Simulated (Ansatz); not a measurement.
```yaml
crystal:
  periodic: [true, true, true]
  atoms:
    - {symbol: Si, position_ang: [-1.047272, 1.242548, 0.125840]}
    - {symbol: O, position_ang: [0.353859, 0.176251, -0.285041]}
    - {symbol: B, position_ang: [0.471351, -0.859578, -0.253829]}
    - {symbol: S, position_ang: [2.022875, -1.790362, -0.704279]}
    - {symbol: H, position_ang: [-0.679259, 2.576963, -0.479509]}
    - {symbol: H, position_ang: [-0.803627, 1.333499, 1.751323]}
    - {symbol: H, position_ang: [-2.191319, 0.598894, -0.241256]}
    - {symbol: H, position_ang: [1.820383, -3.199776, 0.119067]}
basis:
  gaussian: {orbitals: cc-pVTZ, final_grid: {core_spheres: 5, valence_spheres: 4, degree: 11}}
magnetization: {spin_polarized: true, initial_magnetization: 1}
hamiltonian: {xc: {name: LC-wPBE}}
```

```sh
$ ansatz run in.yaml --threads 4 --pin off --events-out ev --progress --plain --max-ram 10444MiB
```

It prints (some lines left out):

```
Error: YAML parse error: error: line 2 column 3: crystal: missing field `lattice` (a structure is typed as `lattice` and `atoms`, a molecule's as `atoms` in Å alone, or read from a run's directory, `checkpoint`)
 --> <input>:2:3
1 | crystal:
2 |   periodic: [true, true, true]
3 |   atoms:
4 |     - {symbol: Si, position_ang: [-1.047272, 1.242548, 0.125840]}
```

Problem. Something in this input is off. What?

Solution. The molecule is marked periodic without a cell. The program refused the input.
